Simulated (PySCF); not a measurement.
Two species compared at the same levels of theory.

First species: Si(NMe2)4, C8H24N4Si.
Structure used (PBE0-D3(BJ)/def2-SVP), in Å, numbered top down from 1:
```
atom  x, y, z in Å
Si1   -0.0030    0.0003    0.0014
N2    -0.0650    0.0222    1.7375
C3     0.1951    1.2069    2.5106
C4    -0.2235   -1.1687    2.5268
H5    -0.6302    1.4225    3.2185
H6     0.3023    2.0789    1.8490
H7     1.1220    1.1245    3.1152
H8    -0.5058   -2.0183    1.8902
H9     0.7007   -1.4466    3.0740
H10   -1.0216   -1.0452    3.2852
N11    1.6297   -0.0718   -0.5873
C12    2.7554    0.3857    0.1811
C13    1.9546   -0.4360   -1.9404
H14    3.5695   -0.3657    0.1861
H15    2.4643    0.5595    1.2260
H16    3.1888    1.3281   -0.2125
H17    1.0543   -0.7802   -2.4700
H18    2.3841    0.4094   -2.5167
H19    2.6989   -1.2567   -1.9745
N20   -0.8031    1.4621   -0.4895
C21   -2.0137    1.9320    0.1291
C22   -0.4025    2.2189   -1.6442
H23   -1.9162    2.9813    0.4727
H24   -2.2580    1.3143    1.0056
H25   -2.8828    1.9004   -0.5601
H26    0.5682    1.8657   -2.0181
H27   -1.1323    2.1494   -2.4768
H28   -0.2914    3.2942   -1.4017
N29   -0.7754   -1.4097   -0.6567
C30   -0.1447   -2.7025   -0.6843
C31   -2.1504   -1.4196   -1.0757
H32   -0.6467   -3.4350   -0.0188
H33    0.9045   -2.6221   -0.3643
H34   -0.1528   -3.1389   -1.7032
H35   -2.5449   -0.3954   -1.1259
H36   -2.2595   -1.8653   -2.0841
H37   -2.8035   -2.0021   -0.3936
```

Second species: C8H7FO2.
SMILES: `COC(=O)c1ccc(F)cc1`

Levels: wB97X-D/def2-SVPD for HOMO energy, LUMO energy, HOMO–LUMO gap and static isotropic polarisability; TDDFT wB97X-D/def2-SVPD for lowest singlet excitation; TDA wB97X-D/def2-SVPD for lowest triplet excitation (Tamm–Dancoff). Geometries: PBE0-D3(BJ)/def2-SVP. All species are isolated and taken at one optimised geometry, non-relativistic unless stated. Electronic properties by PySCF.

The conformers computed, where there is a choice (atom-mapped SMILES and torsion angles):
- `[CH3:1][O:2][C:3](=[O:4])[c:5]1[cH:6][cH:7][c:8]([F:9])[cH:10][cH:11]1`: C1–O2–C3–O4 0°, O2–C3–C5–C6 -179°

| property | column X | column Y |
| --- | --- | --- |
| HOMO energy | -7.72 eV | -9.30 eV |
| LUMO energy | 2.12 eV | 0.24 eV |
| HOMO–LUMO gap | 9.84 eV | 9.54 eV |
| lowest singlet excitation | 6.04 eV | 5.24 eV |
| lowest triplet excitation (Tamm–Dancoff) | 6.02 eV | 3.91 eV |
| static isotropic polarisability | 154.7 au | 100.8 au |

(1) Which column belongs to which species?

(2) How does each property change from the first species to the second?

Results:

(1) Column X is the first species and column Y the second. The first has 37 atoms and 114 electrons, the second 18 and 80.

(2) HOMO energy -1.58 eV; LUMO energy -1.88 eV; HOMO–LUMO gap -0.30 eV; lowest singlet excitation -0.80 eV; lowest triplet excitation (Tamm–Dancoff) -2.11 eV; static isotropic polarisability -53.9 au.

On the first: No computed singlet falls in the visible range (750 to 380 nm, 1.65 to 3.26 eV); S1 lies 2.78 eV above its blue end. The principal polarisabilities are 153.5, 153.6 and 156.9 au; their mean is the isotropic value.

On the second: No computed singlet falls in the visible range (750 to 380 nm, 1.65 to 3.26 eV); S1 lies 1.98 eV above its blue end. The vertical singlet–triplet gap S1 − T1 is 1.33 eV (TDDFT singlet less Tamm–Dancoff triplet; S1: HOMO−1→LUMO, weight 0.54, beside HOMO→LUMO+1, weight 0.44; T1: HOMO→LUMO, weight 0.79).
